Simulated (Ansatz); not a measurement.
CH5BO3 can be A, `OCB(O)O`, or B, `BOC(O)O`.

Gas-phase electronic energies from Ansatz, PBE0-D4/def2-TZVP geometries. CBS: MP2 limit from def2 TZ/QZ plus the TZ coupled-cluster correction, frozen cores. DFT in def2-TZVPP. B3LYP here is the variant with VWN-RPA as its local correlation; programs differ in this. Each species was taken in one conformer, which may not be the lowest.

A:

```xyz
10

O    -1.0853    1.2710   -0.1862
C    -0.6391    0.1518    0.5747
B     0.6064   -0.4683   -0.1747
O     1.0502    0.0891   -1.3314
O     1.2253   -1.5600    0.3488
H    -1.8418    1.6728    0.2442
H    -1.4292   -0.6049    0.6768
H    -0.3531    0.4474    1.5936
H     0.4991    0.8489   -1.5552
H     1.9674   -1.8478   -0.1905
```

B:

```xyz
10

B    -0.704    1.436    0.618
O     0.317    0.623    0.282
C     0.077   -0.660   -0.285
O     0.172   -1.640    0.655
O     1.038   -0.871   -1.256
H    -0.419    2.474    1.135
H    -1.835    1.112    0.378
H    -0.946   -0.685   -0.679
H     1.107   -1.746    0.870
H     1.193   -0.043   -1.719
```

Which isomer does CCSD(T)/CBS put lower? Give the gap. (An estimate is asked.)

The calculation gave: A, by 226.3 kJ/mol.

Give E(B) − E(A) in kJ/mol with ωB97M-V, PBE0-D4, r2SCAN-D4, PBE-D4, B3LYP-D4, HF/def2-TZVPP, CCSD/def2-TZVPP. (Best estimate.)

Computed: ωB97M-V 221.7, PBE0-D4 221.9, r2SCAN-D4 221.8, PBE-D4 218.1, B3LYP-D4 220.8, HF/def2-TZVPP 212.0, CCSD/def2-TZVPP 222.4. None reverses the order clearly.

Largest T1 diagnostic: 0.013.

From PBE to PBE0 (25 % exact exchange), in def2-TZVPP and without D4, E(B) − E(A) moves by +3.9 kJ/mol. In def2-TZVPP, CCSD(T) changes the Hartree–Fock value by +8.5 kJ/mol (the triples alone add −1.8 kJ/mol) and MP2 by +16.2 kJ/mol.
